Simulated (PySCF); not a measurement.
Method used: delta-SCF UKS SCAN, pcX-2 on the ionised atom, pcseg-1 elsewhere, spin-free X2C in PySCF 2.14.0. Geometries: PBE0-D3(BJ)/def2-SVP; isolated species, one conformer each. Kα1 is taken as the energy difference of the 1s-hole and 2p3/2-hole states at the ground state's geometry. Spin–orbit and ligand-field terms were added within each 2p shell after the spin-free SCF.

| site | Si 2p3/2 (eV) |
| --- | --- |
| silicon in `O->[Si](<-O)(F)(F)(F)F` | 109.85 |
| silicon in `[H][Ge]([H])([SiH3])[SiH3]` | 106.54 |
| silicon in C3H12Si3 | 106.30 |

Question: What are the Si 1s binding energies, and the Kα1 emission energies that follow?

Answer: 
| site | bonded to | 1s (eV) | 2p3/2 (eV) | Kα1 = 1s − 2p3/2 (eV) |
| --- | --- | --- | --- | --- |
| silicon in C3H12Si3 | 2 C and 2 H | 1846.11 | 106.30 | 1739.81 |
| silicon in `[H][Ge]([H])([SiH3])[SiH3]` | 3 H and Ge | 1846.28 | 106.54 | 1739.74 |
| silicon in `O->[Si](<-O)(F)(F)(F)F` | 4 F and 2 O | 1850.47 | 109.85 | 1740.62 |

Ranges: 1s 4.36 eV, 2p3/2 3.55 eV, Kα1 0.88 eV. A straight-line fit of 1s on 2p3/2 has slope 1.24.
